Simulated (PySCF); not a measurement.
Constitutional and geometric isomers with formula C3H7B. Gas-phase values, no solvent. One relaxed conformer stands for each flexible species; it need not be the lowest. Strings in code marks are SMILES.

Quantity: electronic energy of isomers of C3H7B relative to `B/C=C/C`, in kJ/mol.

Case: `BCC=C`. Geometry of `C(C=C)B` (neutral, multiplicity 1, Å):

```xyz
11

B      1.8420    -0.0433     0.0957
C      0.4184     0.5781     0.0591
C     -0.7312    -0.2535     0.5333
C     -1.8646    -0.4528    -0.1455
H      2.0918    -0.9660     0.8277
H      2.7312     0.4565    -0.5429
H      0.1879     1.1143    -0.8754
H      0.6130     1.3981     0.8020
H     -0.5942    -0.7522     1.4994
H     -2.0386     0.0172    -1.1170
H     -2.6556    -1.0964     0.2411
```

Q: Estimate the electronic energy of isomers of C3H7B relative to `B/C=C/C` that frozen-core MP2/6-31G* // PBE-D3(BJ)/def2-TZVP (PySCF) returns for this input.

A: 39.51 kJ/mol.
